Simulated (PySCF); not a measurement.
**Excitation energy of S by level of theory**

S [Ne] 3s2 3p4 (3P) → S [Ne] 3s1 3p5 (3P), as a difference of total energies. Calculation: PySCF 2.14, in aug-cc-pwCVTZ (8s7p5d3f, 75 functions); the non-relativistic Hamiltonian (point nucleus). Correlated levels: valence: [Ne] frozen; valence and next inner shell: 1s2 frozen; nothing frozen. The calculations carry no spin-orbit coupling.

| method | excitation energy (cm⁻¹) |
| --- | --- |
| UHF | 92502 |
| PBE | 80159 |
| PBE0 | 83607 |
| r2SCAN | 81438 |
| BHandHLYP | 87042 |
| MN15 | 78765 |
| M06-2X | 82785 |
| B3LYP | 82841 |
| MP2 (valence) | 84065 |
| SCS-MP2 (valence) | 83126 |
| MP2 (valence and next inner shell) | 84045 |
| SCS-MP2 (valence and next inner shell) | 83054 |
| MP2 (all electrons) | 83994 |

**Question.** Estimate what LDA gives.

**Answer.** 79888 cm⁻¹, closest to PBE among the rows shown.

**Question.** Estimate what SCS-MP2 (all electrons) gives.

**Answer.** 83020 cm⁻¹, closest to SCS-MP2 (valence and next inner shell) among the rows shown.

Errors of the correlated levels include the incompleteness of this basis and the frozen core.

For comparison: 72008 cm⁻¹ (measured; NIST levels, between the centres of gravity of the two terms).
